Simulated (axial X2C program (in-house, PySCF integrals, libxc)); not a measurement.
Potential curves of ZrSe⁻, with spin–orbit coupling

Computed with an in-house relativistic program for diatomic molecules. Two-component (2c) means X2C with spin–orbit coupling and atomic mean-field two-electron Coulomb and Gaunt terms. Basis: Zr dyall-acv3z [12s13p10d6f3g], Se dyall-acv3z [9s10p7d5f1g] (cores contracted in-house); Gaussian nuclei, density fitting, unrestricted open shells. Masses: Zr 89.905 u, Se 79.917 u.

State: Ω = 3/2 (⟨Sz⟩ = -0.50, ⟨Lz⟩ = 2.00 at BP86). Energies in eV from the lowest point of each curve. Fits are polynomials in 1 − R0/R over 0.85 to 1.23 times the lowest point R0.

```json
{"R (Å)": "2.0636", "BP86": "1.2481"}
{"R (Å)": "2.1585", "BP86": "0.5263"}
{"R (Å)": "2.2297", "BP86": "0.2146"}
{"R (Å)": "2.3008", "BP86": "0.0509"}
{"R (Å)": "2.3720", "BP86": "0.0000"}
{"R (Å)": "2.4550", "BP86": "0.0472"}
{"R (Å)": "2.5380", "BP86": "0.1768"}
{"R (Å)": "2.6448", "BP86": "0.4241"}
{"R (Å)": "2.7752", "BP86": "0.7962"}
{"R (Å)": "2.9650", "BP86": "1.3858"}
```

One determinant describes the state; a PBE0 search over occupations chose it and may have missed a lower one. Density functionals use the spin component along the axis (collinear). Other states lie close and PBE0, whose exact exchange favours high spin, may order them wrongly; the determinant shown need not be the ground state. The nearest other 2c determinant of the search, Ω = 5/2, lies 0.08 eV up at the distance of the search. The functionals have no current-density term, which raises determinants with orbital currents, atoms included. The highest occupied level of some functionals is positive through self-interaction error; at Hartree–Fock it is bound. The determinant is spin-polarised beyond a pure state at some levels (its spin-free form has ⟨S²⟩ too high), which makes Re and μ there less reliable.

(1) Fit the BP86 curve near its minimum: give the equilibrium distance and the harmonic wavenumber.

Results:

(1) At BP86, 2c: Re = 2.375 Å, ωe ≈ 326 cm⁻¹; Be follows as 0.0706 cm⁻¹.
